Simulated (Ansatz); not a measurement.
| atom | x (Å) | y (Å) | z (Å) |
| --- | --- | --- | --- |
| Ti | 0.0000 | 0.0000 | 0.0000 |
| H | 0.0000 | 1.6132 | 0.7523 |
| H | 0.0000 | -1.6132 | 0.7523 |

Basis set: pcseg-2 (spherical functions). Charge 0, multiplicity 3.

Computed with Ansatz (development build ahead of 0.2.0); each method stands on the lowest determinant of its kind that the runs found. Restricted functionals stand beside restricted open-shell atoms, which can lie above the unrestricted atoms usual in DFT and then raise those values.

Problem. Give the atomization energy at this shape (free ground-state atoms in the same class of orbitals less the molecule, no zero-point energy) of triplet TiH2 by PBE0 (unrestricted), PBE (restricted open-shell).

Solution.

```tsv
method	atomization energy
PBE0 (unrestricted)	122.90 kcal/mol
PBE (restricted open-shell)	130.59 kcal/mol
```

Caution: other spin multiplicities were not run. Caution for PBE (restricted open-shell): no unrestricted run beside it, a lower state can exist.

The shape needn't be a minimum at these levels.
